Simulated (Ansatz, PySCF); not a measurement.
H₅O₄Si, SMILES O[Si](O)(O)[OH2+], charge +1.

Geometry optimised at PBE0-D3(BJ)/def2-SVP. The isomer is the one that the SMILES or the coordinates give; other isomers of the formula were not compared. Other conformers were not sampled.

Vertical ionisation energy (IE) and electron affinity (EA) in eV. Rows of orbital energies are one-electron estimates. Where ΔSCF, EOM or ADC give a negative EA the extra electron is unbound and the value depends on the basis.

```tsv
level	IE	EA
−ε(HOMO), −ε(LUMO), B3LYP/def2-TZVP (PySCF)	14.39	5.63
−ε(HOMO), −ε(LUMO), PBE/def2-TZVP (PySCF)	12.90	6.19
ΔSCF, PBE0/def2-SVPD (Ansatz), final states of multiplicity 2 and 2	17.10	3.90
ΔSCF, PBE/def2-SVPD (Ansatz), final states of multiplicity 2 and 2	16.43	4.17
```

Task: What vertical singlet–triplet gap does ΔSCF give with PBE0/def2-SVPD (Ansatz, a program for electronic structure) and with PBE/def2-SVPD (Ansatz)? (The exact figures need the calculation; the answer reports its results.)

Result: 8.02 and 7.05 eV (triplet above singlet where positive).
